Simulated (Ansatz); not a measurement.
Z-matrix (Å, degrees):
```
C
C 1 1.519
H 1 1.092 2 110.3
H 1 1.092 2 110.4 3 -119.5
H 1 1.092 2 111.9 3 119.8
N 2 1.454 1 113.1 3 -178.6
H 2 1.096 1 110.2 3 -57.5
H 2 1.090 1 109.7 3 60.3
B 6 1.385 2 124.7 1 -98.2
C 6 1.447 2 114.5 1 80.5
Cl 9 1.773 6 121.5 2 -0.3
H 9 1.192 6 120.9 2 179.6
H 10 1.095 6 110.6 2 60.9
H 10 1.094 6 111.4 2 -59.1
H 10 1.089 6 109.8 2 -179.1
```

The species carries charge 0 and has multiplicity 1.

(1) List the PBE0/def2-TZVPP orbital energies in eV (Ansatz). (Best estimate.)

## Answers

(1) Ansatz gave: Occupied: -2766.91, -391.95, -279.11, -279.05, -278.05, -258.78, -197.05, -196.94, -196.91, -185.14, -26.12, -22.81, -21.37, -19.29, -17.45, -14.83, -13.67, -12.83, -12.73, -11.78, -11.45, -10.91, -10.55, -10.14, -9.83, -9.42, -8.42, -7.39. Lowest empty: 0.22, 1.06, 1.86, 2.10, 2.40, 2.67, 2.85, 3.10.
